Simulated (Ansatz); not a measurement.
Consider the isomerisation: `Cc1cccc(C(=O)O)c1` → `Cc1ccccc1C(=O)O`.

Gas-phase electronic energies from Ansatz, PBE0-D4/def2-TZVP geometries. CCSD(T)/CBS adds triple-zeta CCSD(T) − MP2 to the extrapolated MP2 energy (def2 sets, frozen cores). Functionals use def2-TZVPP. Each species was taken in one conformer, which may not be the lowest.

Task: Is it downhill or uphill in electronic energy at CCSD(T)/CBS, and by how much? (Best estimate.)

Result: Computed: Uphill: ΔE = +10.1 kJ/mol.

Task: What do these levels give: LDA (SPW92), BLYP-D4, B97M-V, r2SCANh-D4, PBE, BHLYP, CAM-B3LYP, RPA@PBE/def2-TZVPP, MP2/def2-SVP, SCS-MP2/def2-QZVPP, HF/CBS(def2), MP2/CBS(def2)? (Estimate.)

Result: Computed: LDA (SPW92) 6.9, BLYP-D4 10.4, B97M-V 10.2, r2SCANh-D4 10.9, PBE 12.0, BHLYP 13.6, CAM-B3LYP 12.8, RPA@PBE/def2-TZVPP 11.0, MP2/def2-SVP 11.1, SCS-MP2/def2-QZVPP 12.7, HF/CBS(def2) 16.8, MP2/CBS(def2) 11.1 kJ/mol.

Largest T1 diagnostic among the species: 0.014.

Leaving LDA and LC-ωPBE aside and taking each functional with its dispersion term where it has one, the values, not all of them listed here, spread over 2.5 kJ/mol, from revPBE-D4 to B2PLYP. LDA lies −5.1 kJ/mol from PBE without D4. In def2-TZVPP, CCSD(T) changes the Hartree–Fock value by −5.8 kJ/mol (the triples alone add −1.3 kJ/mol) and MP2 by −4.9 kJ/mol.
